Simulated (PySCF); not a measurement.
## Adding and removing an electron: SnB

UHF-CCSD(T); PySCF, scalar-relativistic core potentials, basis sets Sn cc-pVDZ-PP with ECP28, B cc-pVDZ. Neutral (UHF): quartet (σ ↑, π ↑↑), Re = 2.222 Å, ωe = 527 cm⁻¹, De = 2.24 eV.

SnB⁺ (UHF): triplet (σ ↑, π ↑), Re = 2.438 Å, ωe = 373 cm⁻¹, De = 1.62 eV to Sn⁺ + B. The energies at the minima are -238.07570 hartree for SnB and -237.79057 for SnB⁺.

Question: Work out the adiabatic ionisation energy, without and with harmonic zero-point energies (1 hartree = 27.2114 eV, 1 eV = 8065.5 cm⁻¹), and the change of the bond length.

Answer: At UHF-CCSD(T): 0.28513 hartree = 7.759 eV between the minima; the zero-point term (373.0 − 527.0)/2 cm⁻¹ = -0.010 eV makes it 7.749 eV. Re changes by +21.6 pm against the neutral. The electron leaves a π orbital, and the longer bond of the ion fits a bonding orbital, or a change in how ionic the bond is.

Correlated steps freeze 5 core orbitals. Correlated levels converge slowly with the basis: in double zeta they bind strong bonds too weakly, by up to about 1 eV, and carry superposition errors of some tenths. Spin–orbit coupling is left out, which matters for elements this heavy, above all for dissociation energies. For an ion De counts to the pair picked by the measured ionisation energies or electron affinities, which need not be the lowest pair at this level. States were picked by a PBE0 search and need not be the measured ground states.
